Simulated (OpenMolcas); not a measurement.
**Ir VIII: effect of the IPEA shift**

| Item | Value |
| --- | --- |
| Program | OpenMolcas |
| Basis | ANO-RCC-VTZP [8s7p5d3f1g] |
| Scalar Hamiltonian | DKH2, point nucleus |
| Active space | 8 electrons in 8 orbitals (RAS1 5p, at most 2 holes; RAS2 5d) |
| State averaging | 2S+1 = 3 even, 10 roots; 2S+1 = 1 even, 15 roots |
| Spin-orbit coupling | state interaction with AMFI integrals over the reference wave functions, term energies averaged over their components |

Methods on the same reference wave functions:
A. RASSCF
B. SS-RASPT2, IPEA 0 Eh, imaginary shift 0.1 Eh (closed shells correlated: 5s)
C. SS-RASPT2, IPEA 0.25 Eh, imaginary shift 0.1 Eh (closed shells correlated: 5s)

Energies in cm⁻¹ above 5d² ³F₂, the measured ground level; measured values from van het Hof, Joshi, Wyart and Sugar, J. Res. Natl. Inst. Stand. Technol. 100, 687 (1995).

| Level | A | B | C | Measured |
| --- | --- | --- | --- | --- |
| 5d² ³F₂ | 0.0 | 0.0 | 0.0 | 0.0 |
| 5d² ³F₃ | 13357 | 13590 | 13590 | 12672 |
| 5d² ³P₀ | 18962 | 17780 | 17910 | 17254 |
| 5d² ³F₄ | 23272 | 22970 | 22950 | 21615 |
| 5d² ³P₁ | 27615 | 26500 | 26650 | 25221 |
| 5d² ¹G₄ | 40148 | 38240 | 38190 | 36253 |
| 5d² ³P₂ [55 %] | 42095 | 40860 | 40950 |  |
| 5d² ¹S₀ | 68604 | 66970 | 66980 | 65022 |

Deviations, from unrounded energies. A percentage is the sum of absolute deviations over the sum of measured energies, with the sign that they share, or ± where signs differ.

```tsv
Against measurement	Levels	A	B	C
mean absolute deviation (cm-1)	6	2300	1300	1400
fine structure of the ground term (%)	2	+6.8	+6.6	+6.6
other terms of the ground configuration (%)	4	+8.1	+4.0	+4.2
```

B, C lie about equally close to measurement and A furthest from it. The largest miss of B in the table is 5d² ¹G₄, by +2000 cm-1. The ranking rests on the paired levels alone, and a cruder setting can come out closer through cancelling errors.

Between B and C the level of the table that moves most is 5d² ³P₁, by 140 cm-1 (lowest in B, highest in C). Moves below CASPT2's spread within the term are not significant.

The mean deviations of B to C differ by less than CASPT2's widest spread within a term (450 cm-1), so their order carries little weight.

From A to B the spin-free energies of the other terms of 5d² shown, above ³F, scale by factors of 0.87 to 0.96, as is usual when dynamic correlation screens the repulsion within a d or f shell.

The lowest spin-free term lies below A's lowest term by 0.155 hartree in B, 0.153 hartree in C.

Term energies are means over components that CASPT2 splits; among the terms shown or strongly mixed into the levels shown the widest spread is 450 cm-1 (5d² ³F, B). Active for correlation alone: 5p; no level in the range computed is led by a configuration that opens it, so any true level of that kind is missing. Without dynamic correlation excited terms often stand tens of per cent too high (terms of higher spin than the ground term too low), and those without a measured partner can miss by more than the paired ones (holds for A). Measured partners are found by configuration, term and J. A level has none where our copy of the source lacks it or the pairing is in doubt (some pairs that miss far off the trend of their configuration count as doubtful), and it then counts in no deviation. Levels of configurations outside the active space are missing. Levels that lie high or do not pair safely by name in every column are left out.

A share in square brackets marks a mixed level and gives the weight of the term that names it, the lowest over the columns.
